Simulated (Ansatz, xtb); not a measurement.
Two isomers of C5H10NS+

Structure I is `CC#[N+]CCSC`, a singlet and structure II is `CC(=S)C=[N+](C)C`, a singlet. Both are isolated ions in the gas phase, relaxed with B3LYP/def2-SVP; the shapes shown needn't be the lowest conformers.

I (Å):

```xyz
17

C     2.8168    1.0493    2.2213
C     1.8497    0.1796    1.5918
C     0.0607   -1.2486    0.4012
C    -1.2101   -0.3902    0.2427
C    -0.8341    0.7507   -2.3102
N     1.0912   -0.5222    1.0877
S    -0.9604    1.2277   -0.5533
H     2.6724    1.0344    3.3139
H     3.8356    0.7056    1.9785
H     2.6725    2.0752    1.8440
H    -0.1347   -2.1650    0.9819
H     0.4843   -1.5444   -0.5715
H    -1.9427   -0.9944   -0.3152
H    -1.6456   -0.1846    1.2325
H     0.0445    0.1224   -2.5203
H    -1.7529    0.2477   -2.6450
H    -0.7270    1.6919   -2.8677
```

II (Å):

```yaml
atoms:
  - { symbol: C, position_ang: [-1.2116, 3.0498, 0.7443] }
  - { symbol: C, position_ang: [-0.8704, 1.7335, 1.3576] }
  - { symbol: C, position_ang: [-0.9943, 0.4697, 0.5831] }
  - { symbol: C, position_ang: [1.1784, 0.6254, -0.5135] }
  - { symbol: C, position_ang: [-0.2776, -1.3652, -0.8139] }
  - { symbol: N, position_ang: [-0.1001, -0.0340, -0.2081] }
  - { symbol: S, position_ang: [-0.4375, 1.4085, 2.8911] }
  - { symbol: H, position_ang: [-0.6570, 3.2185, -0.1950] }
  - { symbol: H, position_ang: [-2.2852, 3.0636, 0.4772] }
  - { symbol: H, position_ang: [-1.0113, 3.8668, 1.4503] }
  - { symbol: H, position_ang: [-1.9043, -0.1238, 0.7403] }
  - { symbol: H, position_ang: [1.2618, 1.5809, 0.0144] }
  - { symbol: H, position_ang: [1.2482, 0.7863, -1.5994] }
  - { symbol: H, position_ang: [2.0001, -0.0354, -0.1994] }
  - { symbol: H, position_ang: [-1.2666, -1.7660, -0.5622] }
  - { symbol: H, position_ang: [0.5047, -2.0399, -0.4348] }
  - { symbol: H, position_ang: [-0.1775, -1.2784, -1.9055] }
```

Quicker runs give these differences E(II) − E(I): GFN2-xTB −5.35 kcal/mol; HF/STO-3G +10.71 kcal/mol (at GFN2-xTB geometries); r2SCAN-D4/def2-SVP −2.99 kcal/mol (at GFN2-xTB geometries).

Q: Estimate which is lower in electronic energy at CCSD(T)/def2-SVP + ΔMP2/def2-TZVPP, and by roughly how much.

A: Too close to call at this level: CCSD(T)/def2-SVP + ΔMP2/def2-TZVPP gives E(II) − E(I) = +0.46 kcal/mol.

The same difference at several levels:

```tsv
level	geometry	E(II) − E(I) (kcal/mol)	departure from the last row (kcal/mol)	job, with rough time for the two
GFN2-xTB	GFN2-xTB	−5.35	−5.81	optimisation, 0.26 s
HF/STO-3G	GFN2-xTB	+10.71	+10.25	single point, 0.44 s
r2SCAN-D4/def2-SVP	GFN2-xTB	−2.99	−3.45	single point, 4.5 s
B3LYP/def2-SVP	B3LYP/def2-SVP	−0.25	−0.71	optimisation, 1.8 min
HF/def2-SVP	B3LYP/def2-SVP	+6.06	+5.60	part of the CCSD(T) run
MP2/def2-SVP	B3LYP/def2-SVP	+0.03	−0.43	part of the CCSD(T) run
CCSD(T)/def2-SVP	B3LYP/def2-SVP	−3.16	−3.63	single point
CCSD(T)/def2-SVP + ΔMP2/def2-TZVPP	B3LYP/def2-SVP	+0.46		single point, 1.7 min
```

As drawn, II has 1 C=S, 1 C=N, 1 C–N in place of 1 C≡N, 2 C–S.

The largest departure from CCSD(T)/def2-SVP + ΔMP2/def2-TZVPP is that of HF/STO-3G, 10.25 kcal/mol. The last row adds to CCSD(T) the change of the MP2 difference between the two basis sets, here +3.63 kcal/mol, a large step that makes the value less sure.

With thermal terms from frequencies at re-optimised GFN2-xTB minima (ideal gas, soft modes damped towards free rotors, one conformer each, 298.15 K, 1 atm): on the last row, ΔE + ΔZPE = +1.88, ΔH = +1.57, ΔG = +2.34 kcal/mol.

The correlated steps freeze 11 core orbitals. Codes used: Ansatz 0.2.0, xtb 6.7.1; the last row on 4 threads of Arm Neoverse V1 on a shared host.
